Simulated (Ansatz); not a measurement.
Coupled-cluster diagnostics for V₂S₄, Ansatz.

Geometry of the singlet (PBE0-D4/def2-SVP):

Cartesian coordinates in Å:
```
V -1.175 -0.266 -0.130
V 0.146 0.931 -0.118
S 0.286 -0.522 1.789
S 0.749 -0.998 -1.414
S -1.877 1.827 -0.542
S 1.870 -0.972 0.415
```

Correlated methods freeze 30 core orbitals; core or outer-core shells of V are correlated, in sets that lack core-valence functions. No other spin state of charge 0 was run. The structure comes from a short search, and lower isomers may exist.

Q: Estimate the CCSD(T) correlation energy, the shares of MP2 and (T), T1 and the reference's ⟨S²⟩ for: charge 0, singlet, own geometry in def2-SVP; and the rough time on 4 threads of AMD EPYC 9R45 on a shared host.

A: 
```
                          state     basis  correlation (eV)  MP2 share (%)  (T) share (%)     T1  ⟨S²⟩ (pure)  wall time                                                                     remarks
charge 0, singlet, own geometry  def2-SVP           -40.226          114.1            7.3  0.038  0.00 (0.00)       38 s  flagged by the program, restricted SCF unstable in HF, stability undecided
```
Customary marks for T1 are 0.02 (closed shells), 0.045 (open shells) and about 0.05 (3d metals). T1 exceeds 0.02 in 1 of 1 rows and 0.045 in 0; the higher it lies, the less the single-reference result can be trusted.
